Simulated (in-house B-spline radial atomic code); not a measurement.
**Ionising Fe IV (Fe3+) with different functionals**

Computed with a B-spline radial code for spherical atoms: four-component Dirac-Coulomb Hamiltonian, Fermi nucleus of rms radius 3.7377 fm, spin-restricted, spherical fractional occupations for the functionals, and exact exchange of hybrids averaged over the configuration. The ionisation energy is the difference of two self-consistent energies, [Ar] 3d5 → [Ar] 3d4, without Breit or QED terms; ε is the level of the shell that loses the electron (mean over j). The electron is taken from both j subshells in proportion to 2j + 1, so the result is a j average, not the step between ground levels.

| method | rung | ΔSCF (eV) | -ε(3d) (eV) |
| --- | --- | --- | --- |
| B97-1 | global hybrid | ? | ? |
| LC-wPBE | range-separated hybrid | ? | ? |
| wB97X | range-separated hybrid | 52.64 | 48.33 |
| HSE06 | range-separated hybrid | 52.85 | 45.60 |

(1) What does LC-wPBE give?

(2) What does B97-1 give?

(3) Among the functionals, which spreads more, the ΔSCF values or the orbital energies?

(4) How do they compare with the NIST value?

Results:

(1) ΔSCF 53.07 eV, and -ε(3d) = 48.63 eV.

(2) ΔSCF 52.87 eV, and -ε(3d) = 45.54 eV.

(3) The orbital energies: ΔSCF values span about 0.42 eV and the orbital energies 3.09 eV; here energy differences depend much less on the functional than eigenvalues do.

(4) NIST lists 54.91 eV ± 0.04 (measured, ground level to ground level). Errors run from -2.27 to -1.84 eV. The correlated functionals all miss on the same side by more than they spread, so the cause is common to them (Breit-QED terms, spin polarisation, the choice among j levels, multiplet and fine-structure energies, or a listed next ion that isn't the cheapest removal here) and closeness doesn't rank the functionals.
